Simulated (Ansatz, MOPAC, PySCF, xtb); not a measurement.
Spectroscopic constants of AsN, closed-shell singlet (the spin of the measured ground state). No spin–orbit coupling. As is treated without relativity.

Seven points along R, fitted to fifth degree in 1/R; most abundant isotopes. Runs in def2 and cc sets follow the lowest solution found near the PBE0 minimum. The singlet is held restricted. HF and MP2 rows in def2 and cc sets belong to the determinant that coupled cluster picked by its CCSD energy.

The values were computed with Ansatz (Gaussian basis) for Hartree–Fock, density functionals and correlated methods; MOPAC for AM1, PM3 (differences of heats of formation); PySCF for 3-21G rows, LANL2DZ rows; xtb for the GFN methods. 

```csv
level,r_e (Å),ω_e (cm⁻¹),α_e (cm⁻¹),B_e (cm⁻¹),D_e (eV),dipole (D)
AM1,1.577,1149,0.0014,0.575,-,-
PM3,1.586,1094,0.0012,0.568,-,-
GFN1-xTB,1.590,1162,0.0044,0.565,-,-
GFN2-xTB,1.573,1244,0.0044,0.577,-,-
HF/3-21G,1.609,1239,0.0022,0.552,-,2.81
HF/def2-TZVPP,1.571,1308,0.0026,0.579,-,-
HF/def2-QZVPP,1.569,1310,0.0026,0.581,-,-
SVWN5/def2-TZVPP,1.610,1119,0.0032,0.551,6.52,2.94
PBE/def2-TZVPP,1.628,1085,0.0031,0.539,5.51,2.88
BP86/LANL2DZ,1.684,967,0.0029,0.504,-,2.92
r2SCAN/def2-TZVPP,1.612,1134,0.0031,0.550,4.71,2.92
B97M-V/def2-TZVPP,1.607,1149,0.0031,0.553,4.82,2.96
B3LYP/LANL2DZ,1.660,1022,0.0028,0.518,-,3.14
B3LYP/def2-TZVPP,1.611,1137,0.0031,0.550,4.96,3.09
PBE0/def2-TZVPP,1.603,1167,0.0030,0.556,4.60,3.07
BHLYP/def2-TZVPP,1.588,1223,0.0028,0.567,3.91,3.29
CAM-B3LYP/def2-TZVPP,1.595,1194,0.0029,0.562,4.76,3.21
wB97X-V/def2-TZVPP,1.594,1211,0.0028,0.563,4.89,3.20
wB97M-V/def2-TZVPP,1.596,1201,0.0028,0.561,4.77,3.20
B2PLYP/def2-TZVPP,1.635,1026,0.0039,0.535,5.16,-
MP2/def2-TZVPP,1.664,899,0.0051,0.516,-,-
MP2/def2-QZVPP,1.652,926,0.0050,0.524,-,-
"MP2/CBS(def2-TZVPP, def2-QZVPP)",1.646,942,0.0049,0.528,-,-
SCS-MP2/def2-TZVPP,1.655,941,0.0047,0.522,-,-
SCS-MP2/def2-QZVPP,1.645,963,0.0046,0.528,-,-
CCSD/def2-TZVPP,1.614,1128,0.0032,0.549,4.08,-
CCSD/def2-QZVPP,1.605,1147,0.0032,0.555,4.31,-
CCSD(T)/def2-TZVPP,1.630,1064,0.0035,0.537,4.62,-
CCSD(T)/def2-QZVPP,1.621,1082,0.0034,0.543,4.89,-
"CCSD(T)/CBS(def2-TZVPP, def2-QZVPP)",1.617,1094,0.0034,0.546,5.05,-
```

D_e counts from each atom's lowest state at the same level, without counterpoise or zero-point energy.

Correlated levels freeze the inner cores; with def2 sets outer-core shells near the valence are correlated too. CBS: X⁻³ extrapolation of the correlation energy, Hartree–Fock from the larger set. Rows in 3-21G, LANL2DZ carry no dispersion term and start afresh at each structure; the Pople sets are all-electron and without relativity. LANL2DZ brings its own core potentials from Na on. The state that AM1, PM3 reach isn't checked.

Doubts at one or more of the structures used: a restricted determinant that unrestricted orbitals would lower (HF/def2-TZVPP, HF/def2-QZVPP, B2PLYP/def2-TZVPP, MP2/def2-TZVPP, MP2/def2-QZVPP, MP2/CBS(def2-TZVPP, def2-QZVPP), SCS-MP2/def2-TZVPP, SCS-MP2/def2-QZVPP, CCSD/def2-TZVPP, CCSD/def2-QZVPP, CCSD(T)/def2-TZVPP, CCSD(T)/def2-QZVPP, CCSD(T)/CBS(def2-TZVPP, def2-QZVPP)).

Measured for the ground state: ω_e 1068.5 cm-1, ω_e x_e 5.41 cm-1, B_e 0.54551 cm-1, α_e 0.003366 cm-1 [NIST CCCBDB]. D_0 5.03 ± 0.022 eV (a handbook's tabulated 298 K bond energy less 3RT/2; such tables hold older values) [Luo, bond dissociation energies, CRC Handbook].

Ansatz is a quantum-chemistry and plane-wave program.
